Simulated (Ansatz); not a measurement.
Gas-phase electronic energies from Ansatz, PBE0-D4/def2-TZVP geometries. CBS: MP2 limit from def2 TZ/QZ plus the TZ coupled-cluster correction, frozen cores. This one scheme is used for every species. DFT in def2-TZVPP. B3LYP here is the variant with VWN-RPA as its local correlation; programs differ in this. For Br outer-core shells are correlated without core-valence functions, which leaves a few kJ/mol of doubt a bond. Scalar relativity is left out up to krypton. One conformer a species, not always the lowest.

Consider the ligand exchange at the Si–N bond: `FBN[SiH3]` + `O[SiH](Br)O[SiH3]` → `[SiH3]O[SiH](Br)O[SiH3]` + `NBF`.

`FBN[SiH3]`:

Cartesian coordinates in Å:
```
F 0.513 2.011 -0.307
B 0.085 1.349 0.774
N -0.176 -0.021 0.651
Si 0.001 -0.982 -0.800
H -0.057 1.953 1.797
H -0.497 -0.493 1.481
H -0.881 -0.479 -1.882
H 1.405 -0.972 -1.277
H -0.393 -2.367 -0.438
```

`O[SiH](Br)O[SiH3]`:

Z-matrix (Å, degrees):
```
Si
Br 1 2.228
O 1 1.616 2 107.5
O 1 1.623 2 109.8 3 122.8
H 1 1.468 2 109.6 3 -120.2
Si 3 1.645 1 145.6 2 1.0
H 4 0.959 1 119.3 2 -48.7
H 6 1.484 3 109.9 1 64.7
H 6 1.483 3 110.2 1 -56.2
H 6 1.482 3 107.3 1 -176.0
```

`[SiH3]O[SiH](Br)O[SiH3]`:

Z-matrix (Å, degrees):
```
Si
O 1 1.646
H 1 1.482 2 107.3
H 1 1.485 2 109.9 3 119.5
H 1 1.483 2 109.8 3 -119.7
Si 2 1.613 1 144.5 3 -168.8
O 6 1.613 2 111.4 1 85.4
Br 6 2.225 2 108.6 1 -34.2
H 6 1.468 2 109.5 1 -153.2
Si 7 1.646 6 144.3 2 -89.5
H 10 1.483 7 109.9 6 -69.8
H 10 1.482 7 107.3 6 170.5
H 10 1.485 7 109.9 6 50.9
```

`NBF`:

Z-matrix (Å, degrees):
```
N
B 1 1.389
H 1 1.006 2 122.9
H 1 1.004 2 122.4 3 -180.0
F 2 1.337 1 119.2 3 0.0
H 2 1.196 1 121.8 3 -180.0
```

```json
{"level": "r2SCAN-D4", "ΔE (kJ/mol)": "-62.1"}
{"level": "PBE0-D4", "ΔE (kJ/mol)": "-60.9"}
{"level": "B2PLYP", "ΔE (kJ/mol)": "-63.7"}
{"level": "B3LYP", "ΔE (kJ/mol)": "-62.9"}
{"level": "SCS-MP2/def2-TZVPP", "ΔE (kJ/mol)": "-64.9"}
{"level": "CCSD/def2-TZVPP", "ΔE (kJ/mol)": "-64.2"}
{"level": "MP2/def2-QZVPP", "ΔE (kJ/mol)": "-63.8"}
{"level": "SCS-MP2/def2-QZVPP", "ΔE (kJ/mol)": "-65.5"}
```

(1) What does CCSD(T)/CBS give? (An estimate is asked.)

Largest T1 diagnostic among the species: 0.012.

Results:

(1) Ansatz gave: -63.2 kJ/mol. The listed levels differ from it by 1.1, 2.3, -0.5, 0.3, -1.7, -1.0, -0.6, -2.3 kJ/mol.

The D4 term adds −4.9 kJ/mol with B3LYP and −3.3 kJ/mol with PBE0; it sums over pairs of atoms, weighted by their polarisabilities, and B3LYP, whose exchange is more repulsive, gets the larger term. In def2-TZVPP, CCSD(T) changes the Hartree–Fock value by +8.4 kJ/mol (the triples alone add +1.3 kJ/mol) and MP2 by +8.2 kJ/mol.
